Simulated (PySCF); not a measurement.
CdBr: mean field, correlation and small terms against distance

State: ²Σ⁺, doublet, unpaired electrons σ ↑. ROHF-based CCSD(T) in PySCF 2.14 with Cd aug-cc-pVDZ-PP with ECP28, Br aug-cc-pVDZ-PP with ECP10 and Cd aug-cc-pVTZ-PP with ECP28, Br aug-cc-pVTZ-PP with ECP10 (frozen core orbitals: 13; scalar-relativistic core potentials). Correlation energies are extrapolated as n⁻³ (n = 2, 3), Hartree–Fock as (n+1)·exp(−9√n). All energies in eV from Cd + Br.

```csv
R (Å),HF/CBS,CCSD corr.,(T),total
2.2097,-0.903,-0.107,-0.0306,-1.041
2.3101,-1.291,-0.044,-0.0275,-1.363
2.4106,-1.482,0.004,-0.0261,-1.504
2.5110,-1.536,0.039,-0.0263,-1.523
2.6115,-1.497,0.064,-0.0279,-1.462
2.7370,-1.365,0.080,-0.0319,-1.317
2.8626,-1.177,0.083,-0.0379,-1.132
```

A fit to the total gives Re = 2.4792 Å, De = 1.527 eV, ωe = 229.1 cm⁻¹, Be = 0.05883 cm⁻¹ (masses 113.9034 and 78.9183 u).

Task: At R = 2.5110 Å the CCSD correlation energy is -0.474135 hartree in the smaller basis and -0.596418 in the larger. Extrapolate it.

Result: (3³·E3 − 2³·E2)/(3³ − 2³) = -0.64791 hartree; the larger basis holds 92.1 % of it.

The T1 diagnostic is 0.026. The state was picked by a PBE0 search and need not be the measured ground state. Spin–orbit coupling, excitations beyond (T) and corrections to the Born–Oppenheimer picture are left out.
